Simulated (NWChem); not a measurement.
CH$_{4}$CdO; SMILES C[O][CdH]

```xyz
7

Cd     0.0067     0.6312    -0.0002
H      0.4535     2.2135     0.0065
O     -0.5290    -1.2641     0.0003
C      0.3050    -2.3712    -0.0001
H      0.9712    -2.4351     0.8871
H     -0.3055    -3.2952     0.0064
H      0.9621    -2.4415    -0.8935
```
Atoms are numbered in this order, from 1.

Structure relaxed at the PBE0/def2-SVP level. No frequency run checked for a minimum. def2 effective core potentials on Cd; no spin-orbit coupling.

**Question.** List the 4 lowest vertical singlet excitations from PBE0/def2-SVPD with def2 effective core potentials on Cd, TDA (NWChem).

**Answer.** 
| state | energy (eV) | oscillator strength | leading excitation (squared amplitude) |
|---|---|---|---|
| S1 | 4.99 | 0.005 | HOMO → LUMO+1 (0.98) |
| S2 | 5.17 | 0.003 | HOMO → LUMO (0.99) |
| S3 | 5.31 | 0.005 | HOMO → LUMO+2 (0.64) |
| S4 | 5.51 | 0.012 | HOMO−1 → LUMO (0.91) |
